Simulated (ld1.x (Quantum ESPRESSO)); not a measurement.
Before and after: TM potential for Ti (Z = 22)

```json
{
 "Element": "Ti (Z = 22)",
 "Generator": "ld1.x (Quantum ESPRESSO) 7.5",
 "Type": "norm-conserving Troullier–Martins (Kleinman–Bylander form)",
 "Functional": "PBEsol",
 "Relativity": "scalar-relativistic",
 "Frozen core": "[Ar]",
 "Valence charge": "4",
 "Reference configuration": "3d2 4s1.75 4p0.25",
 "Partial waves": "4s (bound): rc 2.75 bohr; 4p (bound): rc 3.20 bohr; 3d (bound): rc 1.65 bohr",
 "Local potential": "all-electron potential smoothed inside 2.85 bohr (lloc = -2)",
 "Core correction": "Bessel-smoothed model core inside 1.30 bohr"
}
```

Change: local potential all-electron potential smoothed inside 1.35 bohr (lloc = -1).

Cutoffs: the cutoffs (Ry, on a coarse ladder) from which the occupation-weighted sum of valence levels, in a spherical-Bessel basis at the reference potential, stays within 10 and 1 mRy of its value at 400 Ry; they do not see the model core or the augmentation charge, which bear on the density cutoff. Errors are all-electron minus pseudo energies relative to the spin-unpolarised reference configuration.

Question: Predict the effect on cutoff, ghosts and configuration errors.

Answer: The potential gets neither clearly harder nor softer (70 Ry and 80 Ry → 70 Ry and 80 Ry); a bound ghost appears in p, s, which as a rule spoils a file; the number of tests that count goes from 7 to 5; of the 5 tests that both files solve, the error grows in 0 and shrinks in 1 by more than 15 % and 0.3 meV (median size 4.4 → 4.4 meV); the range in which the p phases agree widens (upper end 1.4 → 2.6); the range in which the d phases agree widens (upper end 0.4 → 3.6). In the separable form a ghost depends on how the local part lies against the semilocal potential of the channel, so the choice of the local part can create or remove one.

```tsv
quantity	base	changed
cutoff, loose	70 Ry	70 Ry
cutoff, tight	80 Ry	80 Ry
bound ghosts	none	s, p
tests counted (converged, no solver errors)	7 of 7	5 of 7
error for 3d2 4s2 4p0, meV [ΔE -0.76 eV]	-0.1	-0.1
error for 3d2 4s1 4p0, meV [ΔE 6.60 eV]	-4.4	-4.4
error for 3d2 4s0 4p0, meV [ΔE 20.07 eV]	-42	-39
error for 3d2 4s1.5 4p0, meV [ΔE 2.18 eV]	-0.8	-0.8
error for 3d3 4s1 4p0, meV [ΔE 0.34 eV]	-184	-138
s: phases at 3.50 bohr within 0.05 rad from the reference energy up to (Ry; the scan ends near 5)	1.1	1.4
p: phases at 3.50 bohr within 0.05 rad from the reference energy up to (Ry; the scan ends near 5)	1.4	2.6
d: phases at 3.50 bohr within 0.05 rad from the reference energy up to (Ry; the scan ends near 5)	0.4	3.6
```

Changed file: Tests not counted: 3d2 4s0 4p2 (solver errors, printed error -64.5 eV); 3d2 4s0 4p1 (solver errors, printed error -2.5 eV). A true bound ghost makes a file unfit for plane-wave use even where its test errors are small: the radial tests pick states by their node count and pass the ghost by. Where a test does run into it, the solver fails or the error is huge.
